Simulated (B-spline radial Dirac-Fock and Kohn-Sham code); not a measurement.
**Cs²⁹⁺: eigenvalues, ΔSCF and the reference**

System: Cs²⁹⁺, configuration [Ar] 3d8.

The density-functional columns are spherical, spin-unpolarised Dirac-Kohn-Sham results without Breit or QED terms: −ε is minus the orbital energy of the initial state and ΔSCF the difference of two total energies. The reference in the last column comes from Dirac-Fock ΔSCF + Breit + QED. All numbers are from a radial atomic solver, in eV; a selection of levels is shown. The Kohn-Sham columns are given as differences from the reference. For the 1s level of heavy atoms much of the gap between ΔSCF and the reference is the Breit and QED part, -131.3 eV here; for other levels the error of the functional can be larger.

```
     level  LDA −ε − DF  LDA ΔSCF − DF  Dirac-Fock
    K (1s)       -281.4         +121.6     37143.4
   L1 (2s)       -139.6          -49.4      6845.6
L2 (2p1/2)       -108.1            0.0      6492.5
L3 (2p3/2)       -111.9          -10.2      6142.0
   M1 (3s)        -68.4          -29.6      2234.0
M2 (3p1/2)        -53.9          -13.7      2087.9
M3 (3p3/2)        -53.7          -14.7      2014.0
 M4,5 (3d)        -42.0           +1.2      1768.1
```

Values without a named source are computed, but for edge energies of neutral atoms, which are taken from tables.
